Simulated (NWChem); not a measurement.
Species: BH$_{3}$S$_{2}$; SMILES SBS

```xyz
6

B      0.0000     0.0000    -0.6847
H      0.0000     0.0000    -1.8733
S     -1.5554     0.0000     0.2349
H     -2.3756     0.0000    -0.8362
S      1.5554     0.0000     0.2349
H      2.3756     0.0000    -0.8362
```
Atoms are numbered in this order, from 1.

Program: NWChem. Coordinates come from a B3LYP/6-31G* (spherical d) optimisation. Level: PBE0/aug-cc-pVDZ; rows give the wavelength of the field.

Problem. Order these by “anisotropy (bohr³)”, lowest first: static; 589 nm; 1065 nm.

Solution. static (31.6), 1065 nm (32.5), 589 nm (34.7)
